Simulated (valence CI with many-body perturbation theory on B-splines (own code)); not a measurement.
E1 line list for Re LXXI

Computed by relativistic CI+MBPT: three valence electrons over a frozen Dirac-Fock core [He], a basis of 11 s, 11 p, 9 d, 7 f, 5 g, 2 h, 1 i functions for each j, with the one-electron correlation potential Σ1, the two-electron term Σ2, the three-electron term Σ3, Breit, model QED; selected CI, second order for the rest (own B-spline code, finite nucleus).

The last digits are not significant, and no measured levels were compared; by estimate large intervals hold to a few tenths of a per cent, small ones and those within an open d or f shell to about a per cent.

Lines 101 to 150 of 285 in falling wavelength, among levels below 13796 eV, chosen from the strongest by gf and those to the six lowest levels. Wavelengths and rates use the calculated energies. Electric multipoles are in the length gauge, E1 and E2 with the static RPA response of the core. Weak lines are less certain than strong ones. Lines between different terms over intervals too small for the method are left out, as are lines whose strength nearly cancels. The highest levels of a list are the least certain.

Levels are named by their leading jj configuration (3d3/2^4 stands for four electrons in 3d with j = 3/2), which in mixed levels can hold well under half, so a name can repeat and another be missing. Letters in brackets count levels of one name in rising energy.

```
λ vac (Å)                          Upper                       Lower   A (s⁻¹)  S (a.u.)
    6.676     (2s 2p3/2 3d5/2) J=3/2 [b]          (2s^2 3d5/2) J=5/2  6.66e+12  3.91e-03
    6.675     (2s 2p3/2 3p3/2) J=1/2 [b]          (2s^2 3p3/2) J=3/2  1.27e+13  3.71e-03
    6.642         (2s 2p1/2 2p3/2) J=1/2          (2s^2 2p1/2) J=1/2  1.45e+13  4.20e-03
    6.635     (2s 2p1/2 2p3/2) J=3/2 [b]          (2s^2 2p1/2) J=1/2  1.33e+13  7.67e-03
    6.633          (2p1/2 2p3/2^2) J=3/2      (2s 2p1/2 2p3/2) J=5/2  1.14e+12  6.56e-04
    6.614          (2p1/2 2p3/2^2) J=1/2  (2s 2p1/2 2p3/2) J=3/2 [b]  1.48e+13  4.24e-03
    6.607          (2p1/2 2p3/2^2) J=1/2      (2s 2p1/2 2p3/2) J=1/2  6.97e+12  1.98e-03
    6.599          (2p1/2^2 2p3/2) J=3/2          (2s 2p1/2^2) J=1/2  9.95e+12  5.64e-03
    6.592             (2s 2p3/2^2) J=1/2          (2s^2 2p3/2) J=3/2  1.14e+13  3.22e-03
    6.590             (2s 2p3/2^2) J=3/2          (2s^2 2p3/2) J=3/2  2.12e+13  1.20e-02
    6.554          (2p1/2 2p3/2^2) J=5/2      (2s 2p1/2 2p3/2) J=5/2  9.67e+12  8.06e-03
    6.491          (2p1/2 2p3/2^2) J=3/2  (2s 2p1/2 2p3/2) J=3/2 [a]  1.05e+13  5.65e-03
    6.415          (2p1/2 2p3/2^2) J=5/2  (2s 2p1/2 2p3/2) J=3/2 [a]  2.09e+11  1.64e-04
    6.225          (2p1/2 2p3/2^2) J=1/2  (2s 2p1/2 2p3/2) J=3/2 [a]  1.92e+11  4.57e-05
    1.335        (2s 2p1/2 3s) J=1/2 [a]      (2s 2p1/2 2p3/2) J=1/2  1.03e+13  2.42e-05
    1.332             (2s^2 3p1/2) J=1/2  (2s 2p1/2 2p3/2) J=3/2 [a]  2.12e+12  4.94e-06
    1.331            (2s 2p1/2 3s) J=3/2      (2s 2p1/2 2p3/2) J=1/2  6.29e+12  2.93e-05
    1.327         (2p1/2 2p3/2 3s) J=5/2       (2p1/2 2p3/2^2) J=5/2  1.18e+14  8.14e-04
    1.326        (2s 2p1/2 3s) J=1/2 [b]      (2s 2p1/2 2p3/2) J=1/2  9.30e+13  2.14e-04
    1.325     (2p1/2 2p3/2 3s) J=3/2 [b]       (2p1/2 2p3/2^2) J=5/2  1.73e+14  7.93e-04
    1.320            (2s 2p3/2 3s) J=5/2          (2s 2p3/2^2) J=5/2  1.21e+14  8.24e-04
    1.320            (2s 2p1/2 3s) J=3/2      (2s 2p1/2 2p3/2) J=5/2  1.91e+14  8.68e-04
    1.318        (2s 2p1/2 3s) J=1/2 [a]  (2s 2p1/2 2p3/2) J=3/2 [a]  2.20e+14  4.97e-04
    1.317                (2s^2 3s) J=1/2          (2s^2 2p3/2) J=3/2  2.47e+14  5.57e-04
    1.316        (2s 2p3/2 3s) J=3/2 [a]          (2s 2p3/2^2) J=5/2  1.87e+14  8.42e-04
    1.314            (2s 2p1/2 3s) J=3/2  (2s 2p1/2 2p3/2) J=3/2 [a]  1.55e+13  6.96e-05
    1.310        (2s 2p1/2 3s) J=1/2 [b]  (2s 2p1/2 2p3/2) J=3/2 [a]  3.68e+12  8.16e-06
    1.284             (2s^2 3p3/2) J=3/2      (2s 2p1/2 2p3/2) J=1/2  5.42e+11  2.27e-06
    1.271     (2s 2p1/2 3p1/2) J=1/2 [b]          (2s^2 2p3/2) J=3/2  1.88e+12  3.81e-06
    1.254     (2s 2p1/2 3d3/2) J=3/2 [a]      (2s 2p1/2 2p3/2) J=1/2  1.00e+13  3.91e-05
    1.250  (2p1/2 2p3/2 3d3/2) J=5/2 [a]       (2p1/2 2p3/2^2) J=5/2  1.27e+14  7.35e-04
    1.249          (2p1/2^2 3d3/2) J=3/2       (2p1/2^2 2p3/2) J=3/2  2.82e+14  1.09e-03
    1.248     (2s 2p1/2 3d3/2) J=3/2 [b]      (2s 2p1/2 2p3/2) J=1/2  2.76e+13  1.06e-04
    1.247         (2s 2p1/2 3d3/2) J=1/2      (2s 2p1/2 2p3/2) J=1/2  1.46e+14  2.79e-04
    1.247  (2p1/2 2p3/2 3d3/2) J=3/2 [a]       (2p1/2 2p3/2^2) J=3/2  1.62e+14  6.22e-04
    1.245  (2p1/2 2p3/2 3d3/2) J=3/2 [b]       (2p1/2 2p3/2^2) J=5/2  2.28e+14  8.70e-04
    1.245     (2s 2p1/2 3d3/2) J=3/2 [a]      (2s 2p1/2 2p3/2) J=5/2  7.31e+12  2.78e-05
    1.241         (2s 2p1/2 3d3/2) J=5/2      (2s 2p1/2 2p3/2) J=5/2  2.74e+14  1.55e-03
    1.240     (2s 2p1/2 3d3/2) J=3/2 [a]  (2s 2p1/2 2p3/2) J=3/2 [a]  1.39e+14  5.24e-04
    1.240     (2s 2p3/2 3d3/2) J=5/2 [a]          (2s 2p3/2^2) J=5/2  1.48e+14  8.37e-04
    1.239     (2s 2p3/2 3d3/2) J=3/2 [a]          (2s 2p3/2^2) J=5/2  2.65e+14  9.95e-04
    1.239     (2s 2p1/2 3d3/2) J=3/2 [b]      (2s 2p1/2 2p3/2) J=5/2  6.41e+13  2.41e-04
    1.238     (2s 2p1/2 3d5/2) J=5/2 [a]  (2s 2p1/2 2p3/2) J=3/2 [b]  1.68e+14  9.46e-04
    1.237     (2s 2p3/2 3d5/2) J=5/2 [a]          (2s 2p3/2^2) J=3/2  2.01e+14  1.13e-03
    1.237             (2s^2 3d3/2) J=3/2          (2s^2 2p3/2) J=3/2  2.93e+14  1.09e-03
    1.236  (2p1/2 2p3/2 3d5/2) J=3/2 [b]       (2p1/2 2p3/2^2) J=1/2  1.56e+15  5.80e-03
    1.236         (2s 2p1/2 3d3/2) J=5/2  (2s 2p1/2 2p3/2) J=3/2 [a]  2.30e+13  1.29e-04
    1.235     (2s 2p3/2 3d5/2) J=3/2 [a]          (2s 2p3/2^2) J=3/2  7.48e+14  2.78e-03
    1.235     (2s 2p3/2 3d5/2) J=3/2 [a]          (2s 2p3/2^2) J=1/2  6.27e+14  2.33e-03
    1.235      (2p1/2 2p3/2 3d5/2) J=1/2       (2p1/2 2p3/2^2) J=1/2  1.71e+15  3.19e-03
```
